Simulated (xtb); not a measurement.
Job for xtb: GFN2-xTB on C2H8O2 (a complex), monomers drawn apart or pushed together.

```
$ xtb mol.xyz --gfn 2 --sp --chrg 0 --uhf 0
12

O     -0.21921492     0.30778628     0.17249084
H      0.30394542     0.10224478     0.96662942
H      0.12508768    -0.26414696    -0.51973432
C     -1.29973330     0.33070825     4.26661730
C     -0.26544594    -0.77578602     4.18512552
O      0.91212484    -0.37866524     3.46539002
H     -2.19077798    -0.02148585     4.79110896
H     -1.58925637     0.65746779     3.26755982
H     -0.91032444     1.19149079     4.81748699
H      0.01646708    -1.12633549     5.18358194
H     -0.65776079    -1.62853583     3.63132643
H      1.29148031     0.39514188     3.89736698
```

Output:

```
[...]
           -------------------------------------------------
          |                Calculation Setup                |
           -------------------------------------------------



molecular fragmentation (1/2 indicates fragments):
111222222222
# atoms in fragment 1/2:     3     9
 fragment masses (1/2) :       18.02       46.07
CMA distance (Bohr)    :   7.228
constraining FC (au)   :  0.0500

           -------------------------------------------------
          |                 G F N 2 - x T B                 |
           -------------------------------------------------

        Reference                      10.1021/acs.jctc.8b01176
      * Hamiltonian:
        H0-scaling (s, p, d)           1.850000    2.230000    2.230000
        zeta-weighting                 0.500000
      * Dispersion:
        s8                             2.700000
        a1                             0.520000
        a2                             5.000000
        s9                             5.000000
      * Repulsion:
        kExp                           1.500000    1.000000
        rExp                           1.000000
      * Coulomb:
        alpha                          2.000000
        third order                    shell-resolved
        anisotropic                    true
        a3                             3.000000
        a5                             4.000000
        cn-shift                       1.200000
        cn-exp                         4.000000
        max-rad                        5.000000


          ...................................................
          :                      SETUP                      :
          :.................................................:
          :  # basis functions                  24          :
          :  # atomic orbitals                  24          :
          :  # shells                           16          :
          :  # electrons                        28          :
          :  max. iterations                   250          :
          :  Hamiltonian                  GFN2-xTB          :
          :  restarted?                      false          :
          :  GBSA solvation                  false          :
          :  PC potential                    false          :
          :  electronic temp.          300.0000000     K    :
          :  accuracy                    1.0000000          :
          :  -> integral cutoff          0.2500000E+02      :
          :  -> integral neglect         0.1000000E-07      :
          :  -> SCF convergence          0.1000000E-05 Eh   :
          :  -> wf. convergence          0.1000000E-03 e    :
          :  Broyden damping             0.4000000          :
          :  net charge                          0          :
          :  unpaired electrons                  0          :
          ...................................................

 iter      E             dE          RMSdq      gap      omega  full diag
   1    -16.6024690 -0.166025E+02  0.372E+00   12.46       0.0  T
   2    -16.6201877 -0.177187E-01  0.204E+00   12.07       1.0  T
   3    -16.6207712 -0.583499E-03  0.672E-01   12.16       1.0  T
   4    -16.6209905 -0.219298E-03  0.130E-01   12.14       1.0  T
   5    -16.6210099 -0.193277E-04  0.637E-02   12.16       1.0  T
   6    -16.6210117 -0.182132E-05  0.163E-02   12.16       1.8  T
   7    -16.6210119 -0.238567E-06  0.312E-03   12.16       9.3  T
   8    -16.6210119 -0.512463E-08  0.114E-03   12.16      25.3  T
   9    -16.6210119 -0.189561E-08  0.141E-04   12.16     205.4  T
  10    -16.6210119 -0.261302E-10  0.248E-05   12.16    1163.3  T

   *** convergence criteria satisfied after 10 iterations ***

         #    Occupation            Energy/Eh            Energy/eV
      -------------------------------------------------------------
         1        2.0000           -0.6890723             -18.7506
       ...           ...                  ...                  ...
         8        2.0000           -0.5171992             -14.0737
         9        2.0000           -0.4990747             -13.5805
        10        2.0000           -0.4814845             -13.1019
        11        2.0000           -0.4669736             -12.7070
        12        2.0000           -0.4456776             -12.1275
        13        2.0000           -0.4326743             -11.7737
        14        2.0000           -0.4188854             -11.3985 (HOMO)
        15                          0.0279615               0.7609 (LUMO)
        16                          0.0892597               2.4289
        17                          0.1138289               3.0974
        18                          0.1317535               3.5852
        19                          0.1606254               4.3708
       ...                                ...                  ...
        24                          0.2730419               7.4298
      -------------------------------------------------------------
                  HL-Gap            0.4468469 Eh           12.1593 eV
             Fermi-level           -0.1954620 Eh           -5.3188 eV

 SCC (total)                   0 d,  0 h,  0 min,  0.004 sec
 SCC setup                      ...        0 min,  0.000 sec (  2.392%)
 Dispersion                     ...        0 min,  0.000 sec (  1.645%)
 classical contributions        ...        0 min,  0.000 sec (  0.679%)
 integral evaluation            ...        0 min,  0.000 sec ( 10.636%)
 iterations                     ...        0 min,  0.002 sec ( 57.338%)
 molecular gradient             ...        0 min,  0.001 sec ( 25.018%)
 printout                       ...        0 min,  0.000 sec (  1.998%)

         :::::::::::::::::::::::::::::::::::::::::::::::::::::
         ::                     SUMMARY                     ::
         :::::::::::::::::::::::::::::::::::::::::::::::::::::
         :: total energy             -16.469480765827 Eh    ::
         :: gradient norm              0.024174931229 Eh/a0 ::
         :: HOMO-LUMO gap             12.159323161611 eV    ::
         ::.................................................::
         :: SCC energy               -16.621002919759 Eh    ::
         :: -> isotropic ES            0.057924219001 Eh    ::
         :: -> anisotropic ES          0.000656312237 Eh    ::
         :: -> anisotropic XC          0.001909024044 Eh    ::
         :: -> dispersion             -0.003715097972 Eh    ::
         :: repulsion energy           0.151522153932 Eh    ::
         :: add. restraining           0.000000000000 Eh    ::
         :: total charge              -0.000000000000 e     ::
         :::::::::::::::::::::::::::::::::::::::::::::::::::::

           -------------------------------------------------
          |                Property Printout                |
           -------------------------------------------------

    * Orbital Energies and Occupations

         #    Occupation            Energy/Eh            Energy/eV
      -------------------------------------------------------------
         1        2.0000           -0.6890723             -18.7506
         2        2.0000           -0.6653661             -18.1055
         3        2.0000           -0.6284477             -17.1009
         4        2.0000           -0.5967121             -16.2374
         5        2.0000           -0.5586218             -15.2009
         6        2.0000           -0.5512613             -15.0006
         7        2.0000           -0.5308264             -14.4445
         8        2.0000           -0.5171992             -14.0737
         9        2.0000           -0.4990747             -13.5805
        10        2.0000           -0.4814845             -13.1019
        11        2.0000           -0.4669736             -12.7070
        12        2.0000           -0.4456776             -12.1275
        13        2.0000           -0.4326743             -11.7737
        14        2.0000           -0.4188854             -11.3985 (HOMO)
        15                          0.0279615               0.7609 (LUMO)
        16                          0.0892597               2.4289
        17                          0.1138289               3.0974
        18                          0.1317535               3.5852
        19                          0.1606254               4.3708
        20                          0.1693287               4.6077
        21                          0.2075416               5.6475
        22                          0.2360320               6.4228
        23                          0.2515492               6.8450
        24                          0.2730419               7.4298
      -------------------------------------------------------------
                  HL-Gap            0.4468469 Eh           12.1593 eV
             Fermi-level           -0.1954620 Eh           -5.3188 eV

     #   Z          covCN         q      C6AA      α(0)
     1   8 O        1.609    -0.572    24.521     6.683
     2   1 H        0.804     0.293     0.742     1.353
     3   1 H        0.805     0.277     0.796     1.401
     4   6 C        3.749    -0.118    22.833     6.815
     5   6 C        3.671     0.080    19.486     6.327
     6   8 O        1.652    -0.458    22.000     6.332
     7   1 H        0.924     0.041     2.433     2.439
     8   1 H        0.924     0.060     2.196     2.317
     9   1 H        0.924     0.038     2.479     2.462
    10   1 H        0.924     0.022     2.699     2.569
    11   1 H        0.925     0.051     2.306     2.375
    12   1 H        0.805     0.286     0.766     1.375

 Mol. C6AA /au·bohr⁶  :        849.619625
 Mol. C8AA /au·bohr⁸  :      16530.458084
 Mol. α(0) /au        :         42.448731


Wiberg/Mayer (AO) data.
largest (>0.10) Wiberg bond orders for each atom

 ---------------------------------------------------------------------------
     #   Z sym  total        # sym  WBO       # sym  WBO       # sym  WBO
 ---------------------------------------------------------------------------
     1   8 O    1.836 --     3 H    0.923     2 H    0.911
     2   1 H    0.914 --     1 O    0.911
     3   1 H    0.923 --     1 O    0.923
     4   6 C    3.994 --     5 C    1.017     9 H    0.986     8 H    0.985
                             7 H    0.984
     5   6 C    3.953 --     4 C    1.017     6 O    0.985    11 H    0.975
                            10 H    0.974
     6   8 O    1.946 --     5 C    0.985    12 H    0.905
     7   1 H    0.998 --     4 C    0.984
     8   1 H    0.996 --     4 C    0.985
     9   1 H    0.999 --     4 C    0.986
    10   1 H    1.000 --     5 C    0.974
    11   1 H    0.997 --     5 C    0.975
    12   1 H    0.918 --     6 O    0.905
 ---------------------------------------------------------------------------

Topologies differ in total number of bonds
Writing topology from bond orders to xtbtopo.mol

molecular dipole:
                 x           y           z       tot (Debye)
 q only:        0.150      -0.110       0.517
   full:        0.324      -0.160       0.722       2.051
molecular quadrupole (traceless):
                xx          xy          yy          xz          yz          zz
 q only:       -3.141       1.939      -3.586      -2.049       3.005       6.727
  q+dip:       -5.339       2.756      -4.972      -0.956       4.424      10.311
   full:       -5.066       2.718      -5.102      -1.281       4.515      10.168


           -------------------------------------------------
          | TOTAL ENERGY              -16.469480765827 Eh   |
          | GRADIENT NORM               0.024174931229 Eh/α |
          | HOMO-LUMO GAP              12.159323161611 eV   |
           -------------------------------------------------

------------------------------------------------------------------------
Note: The following floating-point exceptions are signalling: IEEE_UNDERFLOW_FLAG IEEE_DENORMAL
normal termination of xtb
------------------------------------------------------------------------
 total:
 SCF:
```

The run finished.

Cost: roughly 0.04 core-seconds.
